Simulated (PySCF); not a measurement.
```xyz
4
charge 0 multiplicity 2, angstrom
Zr   -0.2834    0.0000    0.0996
O     1.0233    0.0000    1.2371
O     0.4726    0.0000   -1.6789
H     1.3802    0.0000   -1.9852
```

Method: PySCF, UPBE0, basis Zr def2-TZVP with ECP28, O def2-TZVP, H def2-TZVP (scalar-relativistic core potentials, no spin–orbit coupling, density fitting).

This geometry of ZrO(OH) is a stationary point at this level.

What is the point group?

Cs.

Is it a minimum?

Yes: all harmonic wavenumbers are real.

Which band is strongest in the infrared?

978 cm⁻¹ (a'), 224 km/mol.

Give the ideal-gas entropy at 298.15 K and 1 bar by parts.

translation 168.9, rotation 99.8, vibration 15.9, spin 5.8; total 290.3 J/(mol K).

Other isomers or separated fragments may lie lower. With open d or f shells other occupations or spin states may lie lower.
